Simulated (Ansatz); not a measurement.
Relaxation of C2H6Cl2Si (11 atoms, charge 0, multiplicity 1), to a largest force component of 0.015 eV/Å in at most 40 steps.

The calculation used RKS PBE0/def2-mTZVP (Ansatz 0.2.0).

```xyz
11
Properties=species:S:1:pos:R:3
C -0.923 1.079 0.509
Si 0.495 -0.003 0.554
C 0.587 -1.144 -0.896
Cl -0.740 -2.185 -0.949
Cl 0.757 -0.223 -2.410
H -0.953 1.774 -0.395
H -0.967 1.783 1.376
H -1.868 0.573 0.478
H 0.459 -0.755 1.870
H 1.731 0.836 0.678
H 1.488 -1.792 -0.794
```

Question: Where does it end, and by what steps?

Answer: It converged. After 5 steps the energy has fallen by 0.414 eV; Si2 moved furthest, 0.09 Å.

```json
{"step": "0", "energy less start (eV)": "0.0000", "largest force component (eV/Å)": "2.987", "accepted": "yes"}
{"step": "1", "energy less start (eV)": "-0.3223", "largest force component (eV/Å)": "1.420", "accepted": "yes"}
{"step": "2", "energy less start (eV)": "-0.4074", "largest force component (eV/Å)": "0.354", "accepted": "yes"}
{"step": "3", "energy less start (eV)": "-0.4131", "largest force component (eV/Å)": "0.137", "accepted": "yes"}
{"step": "4", "energy less start (eV)": "-0.4133", "largest force component (eV/Å)": "0.067", "accepted": "yes"}
{"step": "5", "energy less start (eV)": "-0.4144", "largest force component (eV/Å)": "0.012", "accepted": "yes"}
```

```xyz
11
Properties=species:S:1:pos:R:3
C -0.975 1.139 0.501
Si 0.526 0.040 0.630
C 0.631 -1.140 -0.869
Cl -0.815 -2.207 -0.918
Cl 0.792 -0.193 -2.390
H -0.940 1.748 -0.404
H -1.030 1.814 1.358
H -1.893 0.549 0.478
H 0.485 -0.825 1.839
H 1.793 0.820 0.634
H 1.491 -1.803 -0.838
```

Whether the end is a true minimum wasn't checked by a vibrational analysis.

Time of the run: 11 s on 2 threads of AMD EPYC 9R45 96-Core Processor (Zen 5), with other jobs on the host, peak memory 0.32 GiB.
